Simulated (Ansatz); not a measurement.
Consider the hydrogenolysis of the Si–Ge bond: `[GeH3][SiH2][GeH2][SiH2][GeH2][GeH3]` + H₂ → `[SiH3][GeH2][SiH2][GeH2][GeH3]` + GeH₄.

Gas-phase electronic energies from Ansatz, PBE0-D4/def2-TZVP geometries. CCSD(T)/CBS is the MP2 limit (def2-TZVPP, def2-QZVPP) plus CCSD(T) − MP2 in def2-TZVPP, frozen cores. This one scheme is used for every species. Functionals use def2-TZVPP. For Ge outer-core shells are correlated without core-valence functions, which leaves a few kJ/mol of doubt a bond. Scalar relativity is left out up to krypton. One conformer a species, not always the lowest.

`[GeH3][SiH2][GeH2][SiH2][GeH2][GeH3]`:

```xyz
20

Ge   -2.541   -0.658    0.804
Si   -2.119    0.540   -1.209
Ge   -0.175    1.912   -1.063
Si    1.789    0.653   -1.532
Ge    1.817   -1.307   -0.186
Ge    1.591   -0.700    2.151
H    -2.611    0.313    1.994
H    -3.880   -1.409    0.707
H    -1.434   -1.687    1.085
H    -3.308    1.390   -1.501
H    -1.957   -0.422   -2.334
H    -0.294    3.085   -2.056
H    -0.080    2.510    0.354
H     3.002    1.469   -1.243
H     1.800    0.291   -2.976
H     0.643   -2.217   -0.597
H     3.121   -2.102   -0.388
H     2.888   -0.031    2.637
H     0.438    0.303    2.327
H     1.309   -1.933    3.025
```

H₂:

Cartesian coordinates in Å:
```
H -0.011 -0.248 -0.279
H 0.011 0.248 0.279
```

`[SiH3][GeH2][SiH2][GeH2][GeH3]`:

```xyz
17

Si   -2.387    0.995   -0.659
Ge   -0.672    1.697    0.834
Si    1.462    1.276   -0.133
Ge    1.490   -0.968   -0.926
Ge    0.702   -2.463    0.811
H    -3.736    1.240   -0.083
H    -2.269    1.734   -1.943
H    -2.237   -0.459   -0.932
H    -0.788    0.900    2.148
H    -0.836    3.191    1.174
H     1.703    2.227   -1.253
H     2.537    1.458    0.880
H     2.903   -1.387   -1.372
H     0.555   -1.087   -2.145
H     1.591   -2.336    2.060
H     0.723   -3.926    0.337
H    -0.739   -2.093    1.203
```

GeH₄:

Cartesian coordinates in Å:
```
Ge 0.000 0.000 0.000
H 1.427 -0.136 -0.545
H -0.051 1.146 1.019
H -0.414 -1.310 0.683
H -0.963 0.300 -1.156
```

```json
{"level": "LC-ωPBE", "ΔE (kJ/mol)": "-5.9"}
{"level": "MP2/def2-QZVPP", "ΔE (kJ/mol)": "11.5"}
```

Q: What does CCSD(T)/CBS give? (Best estimate.)

A: Ansatz gave: +8.1 kJ/mol. The listed levels differ from it by -14.0, 3.4 kJ/mol.

Largest T1 diagnostic among the species: 0.012.

From r2SCAN to r2SCAN0 (25 % exact exchange), in def2-TZVPP and without D4, ΔE moves by −3.1 kJ/mol. At CCSD(T), def2-SVP lies −17.5 kJ/mol from the extrapolated value and def2-TZVPP −2.9 kJ/mol. In def2-TZVPP, CCSD(T) changes the Hartree–Fock value by +38.8 kJ/mol (the triples alone add +6.5 kJ/mol) and MP2 by +44.0 kJ/mol.
